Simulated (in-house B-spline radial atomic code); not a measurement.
## BHandHLYP excitations of V5+

Method: BHandHLYP. Computed with an all-electron radial atomic-structure program (B-spline basis): linear response of the closed shell [Ne] 3s2 3p6 with the functional's adiabatic kernel; non-relativistic, point nucleus, no spin-orbit coupling, no double excitations, S, P, D and F terms only. Only terms of natural parity with L up to 3 were computed.

Command:
```bash
python run_td.py task.json out
```
Settings (radii: box in bohr, nucleus in fm):
```
Z                        23
electrons                18
configuration            [Ne] 3s2 3p6
hamiltonian              nr
method                   bhandhlyp
box_radius               16.35
intervals                52
```

Run time, properties included: 0.9 s on 1 thread of Arm Neoverse N1, on a shared host.

The lowest states, in the order of their Tamm-Dancoff energies; the method's threshold (minus the highest occupied level) is 123.31 eV. Labels give the largest channel, * marks a mixed state, and oscillator strengths are full-response dipole values. Semilocal kernels can invert the small singlet-triplet splittings of Rydberg terms. Energies in eV:

```csv
state,full response,Tamm-Dancoff,oscillator strength
3p → 3d 3P,37.80,37.96,-
3p → 3d 3F,38.54,38.88,-
3p → 3d 1F,42.36,42.38,-
3p → 3d 1P,54.49,56.97,3.77
3p → 4s 3P,66.33,66.35,-
3p → 4s 1P,67.38,67.43,0.25
3s → 3d 3D,68.86,68.93,-
3p → 4p 3S,72.99,73.03,-
3s → 3d 1D,73.62,73.73,-
3p → 4p 3D,74.07,74.09,-
3p → 4p 1D,74.85,74.87,-
3p → 4p 1S,78.24,78.52,-
3p → 4d 3P,?,?,-
3p → 4d 3F,85.96,85.97,-
3p → 4d 1F,86.45,86.45,-
3p → 4d 1P,87.31,87.48,0.0854
3p → 5s 3P,93.86,93.86,-
3p → 4f 3D,94.10,94.10,-
3p → 5s 1P,94.17,94.18,0.0713
3p → 4f 1D,?,?,-
```

(1) Where does 3p → 4d 3P lie?

(2) Where does 3p → 4f 1D lie?

(3) How large is the singlet-triplet splitting of 3p → 3d (F terms) in Tamm-Dancoff?

(4) What polarisabilities and dispersion coefficient does the method give?

## Answers

(1) At 85.68 eV in full response, 85.70 eV in Tamm-Dancoff.

(2) At 94.82 eV in full response, 94.84 eV in Tamm-Dancoff.

(3) 3.5 eV, from the unrounded values.

(4) Dipole 1.087 bohr³, quadrupole 1.15 bohr⁵, C6 1.973 hartree·bohr⁶ for two such species.
